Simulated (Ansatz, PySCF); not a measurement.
The pair A = HCl (SMILES Cl) (first 2 atoms), B = Si2H6 (SMILES [SiH3][SiH3]); geometry from B3LYP-D3(BJ)/def2-TZVP.
(charge 0, multiplicity 1):
```xyz
10

Cl     1.0490     0.6438    -0.3519
H     -0.0039     0.9067     0.3381
Si     0.9652    -0.5910     3.3593
Si    -1.1181     0.4683     3.1579
H      2.0587     0.3766     3.1142
H      1.0666    -1.7104     2.3957
H      1.0921    -1.1256     4.7373
H     -1.2354     1.5947     4.1143
H     -2.2250    -0.4876     3.3987
H     -1.3029     1.0263     1.7897
```

Cores are frozen in the correlated methods. CBS: X⁻³ extrapolation of the correlation energy, Hartree–Fock from the larger set. MP2 and its Hartree–Fock in aug-cc-pV(T+d)Z are density fitted.

Run with Ansatz (a quantum-chemistry and plane-wave program) with Gaussian orbitals; PySCF for the dispersion terms. Each number belongs to the level named beside it.

The monomers are drawn apart, rigid, along the line of their centres of mass. Counterpoise-corrected interaction energies (kcal/mol):

```
level                                                                 R = 4.603 Å  R = 5.384 Å
--------------------------------------------------------------------  -----------  -----------
PBE/def2-TZVPPD                                                           -0.5793      -0.2171
PBE-D3(BJ)/def2-TZVPPD                                                    -1.2545      -0.5144
wB97M-V/def2-TZVPPD                                                       -0.8882      -0.3712
MP2/CBS(aug-cc-pV(D+d)Z, aug-cc-pV(T+d)Z) + ΔCCSD(T)/aug-cc-pV(D+d)Z      -0.9718      -0.3892
```

Question: R is the distance of the centres of mass. Find the local exponent m of E ∝ R⁻ᵐ between the two points.

Answer: 
m = ln(E₁/E₂)/ln(R₂/R₁): PBE/def2-TZVPPD 6.3; PBE-D3(BJ)/def2-TZVPPD 5.7; wB97M-V/def2-TZVPPD 5.6; MP2/CBS(aug-cc-pV(D+d)Z, aug-cc-pV(T+d)Z) + ΔCCSD(T)/aug-cc-pV(D+d)Z 5.8. For scale, two fixed dipoles give m = 3, dipole and quadrupole 4, quadrupoles 5, and dispersion or dipole-induced dipole 6 at long range; at these distances several terms mix, and what is left of overlap and damping shifts m, so it need not match one of them.
